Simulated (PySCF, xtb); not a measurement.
Ge(Et)(OH)3 (C2H8GeO3), SMILES [OH][Ge]([CH2]C)([OH])[OH].

xtb with GFN2-xTB at its own geometry gives an orbital gap of 7.12 eV and a dipole moment of 2.24 D.

Geometry: B3LYP-D3(BJ)/def2-SVP. One conformer was computed; it need not be the lowest.

Question: What does M06-2X/def2-TZVP (PySCF) give? (Estimate from the structure and the level; the computed values follow.)

Answer: gap 10.43 eV (levels -9.68 and 0.75 eV), dipole 2.03 D.
